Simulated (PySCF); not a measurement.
Potential energy of HgO along the bond

Set-up: basis Hg def2-SVPD with ECP60, O def2-SVPD; scalar-relativistic core potentials; PySCF 2.14. Energies in eV from Hg + O in their ground configurations at the same level. State: ³Π (triplet), unpaired electrons σ ↑, π ↑.

```
R (Å)  r²SCANh     PBE0
1.943  -0.1740  -0.0147
2.033  -0.3674  -0.2214
2.123  -0.4516  -0.3201
2.191  -0.4701  -0.3494
2.259  -0.4641  -0.3543
2.327  -0.4430  -0.3437
2.417  -0.4019  -0.3160
2.530  -0.3430  -0.2721
2.666  -0.2744  -0.2188
2.846  -0.1977  -0.1579
```

Put a parabola through the three lowest points of the r²SCANh curve and estimate Re, k and ωe (reduced mass 14.82 u; 1 eV/Å² = 0.16022 mdyn/Å; ωe = 1302.8·√(k/μ) cm⁻¹).

Through R = 2.123, 2.191, 2.259 Å the second-order coefficient is 2.65 eV/Å², so Re ≈ 2.208 Å, k ≈ 0.849 mdyn/Å and ωe ≈ 312 cm⁻¹. A polynomial fit of higher order to the unrounded r²SCANh energies gives Re = 2.205 Å, k = 0.766 mdyn/Å, ωe = 296 cm⁻¹; anharmonicity and rounding make the difference.

The higher-order fit for each curve: r²SCANh: Re = 2.205 Å, ωe = 296 cm⁻¹, De = 0.470 eV; PBE0: Re = 2.242 Å, ωe = 262 cm⁻¹, De = 0.355 eV.

Spin–orbit coupling is left out, which matters for elements this heavy, above all for dissociation energies. The state was picked by a PBE0 search and need not be the measured ground state.
